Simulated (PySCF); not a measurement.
AlH3, charge +1, multiplicity 2. Atoms are numbered in the order given.

```xyz
4

Al     0.0000     0.0000     0.0811
H      0.0000     0.8792    -1.3423
H      0.0000    -0.8792    -1.3423
H      0.0000     0.0000     1.6306
```
Charge +1, spin multiplicity 2.

Coordinates come from a PBE0-D3(BJ)/def2-TZVPD optimisation. The spin state was assumed, not searched. The isomer is the one that the SMILES or the coordinates give; other isomers of the formula were not compared.

The numbers are results of PBE0-D3(BJ)/def2-TZVPD in PySCF, not measurements.

Frequencies are harmonic and unscaled.

| mode | ν (cm⁻¹) | IR (km/mol) | moving atoms (share of kinetic energy) |
|---|---|---|---|
| 1 | 379 | 6.4 | H 91 %, Al 9 % |
| 2 | 498 | 95.8 | H 91 %, Al 9 % |
| 3 | 690 | 33.5 | H 99 % |
| 4 | 1271 | 282.5 | H 99 % |
| 5 | 1627 | 4.3 | H 96 % |
| 6 | 2080 | 0.0 | H 96 % |
